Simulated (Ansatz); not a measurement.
Ga(NH2)3 (GaN3H6). Charge 0, multiplicity 1. Geometry PBE0-D4/def2-SVP, basis def2-TZVP, Ansatz.

```csv
run,HOMO (eV),LUMO (eV)
A,-5.21,-0.64
B,-5.52,-0.12
C,-5.56,-0.53
D,-6.87,0.55
E,-9.05,1.74
F,-6.65,0.21
```

Task: The runs used B97M-V, PBE, PBE0, r2SCAN, r2SCAN0, ωB97M-V. Estimate which is which.

Result: A PBE (0 % exact exchange); B r2SCAN (0 % exact exchange); C B97M-V (0 % exact exchange); D r2SCAN0 (25 % exact exchange); E ωB97M-V (range-separated); F PBE0 (25 % exact exchange). Exact exchange lowers occupied and raises empty levels; among semilocal functionals meta-GGAs tend to open the gap a little, and such runs are hard to tell apart. The gap grows from 4.57 eV (PBE) to 10.78 eV (ωB97M-V).
